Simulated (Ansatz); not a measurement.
Cu₂Te⁻. The state is a doublet with charge -1. Geometry PBE0-D4/def2-TZVPD, basis def2-TZVPD, Ansatz.

```csv
atom,x (Å),y (Å),z (Å)
Cu1,-0.018,-0.018,0.017
Cu2,-1.412,-1.415,1.325
Te3,1.430,1.434,-1.342
```

```
run  HOMO (eV)  LUMO (eV)
  A      -1.15       0.52
  B      -0.51      -0.08
  C      -0.37      -0.30
  D      -2.93       2.42
```

In the def2 sets Te takes a core potential; there is no spin–orbit coupling. HOMO above LUMO, or a gap near zero within one spin, warns that the state may not be the lowest or that an electron is smeared out. No other spin state of charge -1 was run. Another isomer (doublet) lies 0.43 eV lower at PBE0-D4/def2-TZVPD; other spin states weren't run for this one.

HOMO and LUMO are taken over both spins.

Task: The runs used PBE, PBE0, r2SCAN, ωB97X-V. Estimate which is which.

Result: A PBE0 (25 % exact exchange); B r2SCAN (0 % exact exchange); C PBE (0 % exact exchange); D ωB97X-V (range-separated). Exact exchange lowers occupied and raises empty levels; among semilocal functionals meta-GGAs tend to open the gap a little, and such runs are hard to tell apart. The gap grows from 0.07 eV (PBE) to 5.35 eV (ωB97X-V). At PBE-D4/def2-TZVPD the gap within one spin of the charge -1 doublet nearly closes, so an electron or hole may be smeared out by delocalisation error.
